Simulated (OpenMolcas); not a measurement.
## Cl4+: effect of the basis set

```yaml
Program: OpenMolcas 26.06
Method: "MS-RASPT2, IPEA 0.25 Eh, imaginary shift 0.1 Eh (closed shells correlated: 2s 2p)"
Active_space: 3 electrons in 9 orbitals (RAS2 3s 3p; RAS3 3d, at most 2 electrons)
State_averaging: 2S+1 = 4 odd, 1 root; 2S+1 = 2 odd, 11 roots; 2S+1 = 4 even, 3 roots; 2S+1 = 2 even, 9 roots
Spin-orbit_coupling: RASSI with atomic mean-field integrals over the reference wave functions, term energies averaged over their components
```

A. ANO-RCC-VTZP [5s4p2d1f], DKH2, point nucleus; CASPT2 step about 13 core-seconds
B. ANO-R2 [5s4p3d1f], X2C, finite nucleus; CASPT2 step about 16 core-seconds
C. ANO-RCC-VQZP [6s5p3d2f1g], DKH2, point nucleus; CASPT2 step of the order of 17 core-seconds
D. ANO-RCC [8s7p5d4f2g], DKH2, point nucleus; CASPT2 step about 40 core-seconds

Energies in cm⁻¹ above 3s² 3p ²P°_1/2.

```csv
Level,A,B,C,D
3s² 3p ²P°_1/2,0.0,0.0,0.0,0.0
3s² 3p ²P°_3/2,1349,1344,1316,1345
3s 3p² ⁴P_1/2,84320,84840,84580,85460
3s 3p² ⁴P_3/2,84810,85320,85050,85940
3s 3p² ⁴P_5/2,85590,86080,85810,86700
3s 3p² ²D_3/2,114440,113020,114300,113630
3s 3p² ²D_5/2,114480,113070,114340,113680
3s 3p² ²S_1/2,148150,146870,147450,147030
3s 3p² ²P_1/2,160590,157940,160010,158640
3s 3p² ²P_3/2,161450,158800,160860,159500
```

Among A to D the level of the table that moves most is 3s 3p² ²P_3/2, by 2700 cm-1 (lowest in B, highest in A). Moves below CASPT2's spread within the term are not significant.

CASPT2 does not keep the components of a term degenerate, so their means are used; among the terms shown or strongly mixed into the levels shown the widest spread is 15 cm-1 (3s 3p² ²D, D). Active for correlation alone: 3d; no level in the range computed is led by a configuration that fills it, so any true level of that kind is missing. Some terms mix strongly with configurations of 3d, whose occupation reaches 0.17 (3s 3p² ²D) (holds for B; D). Levels of configurations outside the active space are missing. Levels that lie high or do not pair safely by name in every column are left out.

° marks odd parity.
